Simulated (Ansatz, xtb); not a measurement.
Relaxing a trial structure of AlH3InNSn

The starting geometry of this gas-phase singlet was built from a drawn formula by distance geometry; its bonds are those of `[AlH]1[N]2[SnH2][In]12`.

```json
{"atom": "Al", "x (Å)": "-3.3164", "y (Å)": "1.4112", "z (Å)": "1.3560"}
{"atom": "In", "x (Å)": "-1.5165", "y (Å)": "2.4507", "z (Å)": "-0.5703"}
{"atom": "N", "x (Å)": "-1.8752", "y (Å)": "0.8188", "z (Å)": "0.3176"}
{"atom": "Sn", "x (Å)": "-0.1184", "y (Å)": "-0.1901", "z (Å)": "0.0157"}
{"atom": "H", "x (Å)": "-4.4399", "y (Å)": "1.3615", "z (Å)": "2.5628"}
{"atom": "H", "x (Å)": "-0.2357", "y (Å)": "-1.4932", "z (Å)": "-1.1788"}
{"atom": "H", "x (Å)": "1.4069", "y (Å)": "0.5874", "z (Å)": "0.0374"}
```

Task: Where would you expect an optimisation with r2SCAN-D4/def2-SVP to take it?

Result: A bond breaks, giving a structure given below by its coordinates. Distances that change by over a tenth: Al1–N3 (1.87 → 1.68 Å), In2–N3 (1.89 → 2.29 Å). Contacts that open: Al1–In2 (2.83 → 3.66 Å).

The energy falls by 2.50 eV over 24 steps:

| step | E − E(last) (eV) |
| --- | --- |
| 1 | 2.500 |
| 4 | 0.430 |
| 6 | 0.162 |
| 9 | 0.055 |
| 11 | 0.044 |
| 14 | 0.028 |
| 16 | 0.024 |
| 19 | 0.009 |
| 21 | 0.001 |
| 24 | 0.000 |

Final geometry (Å):

| atom | x (Å) | y (Å) | z (Å) |
| --- | --- | --- | --- |
| Al | -3.1754 | 1.0518 | 1.5851 |
| In | -0.9190 | 1.8654 | -1.1848 |
| N | -1.8262 | 0.7958 | 0.6199 |
| Sn | -0.1418 | -0.6123 | 0.4340 |
| H | -4.4672 | 1.4035 | 2.4082 |
| H | -0.4322 | -0.4589 | -1.3917 |
| H | 0.8668 | 0.9011 | 0.0695 |

From the same start GFN2-xTB reaches the same bonding as this run.

The end wasn't checked by frequencies. Atoms past krypton carry core potentials, without spin–orbit terms. Run with Ansatz 0.2.0, 71 s on 1 thread of Intel(R) Xeon(R) 6975P-C (Granite Rapids), with other jobs on the host.
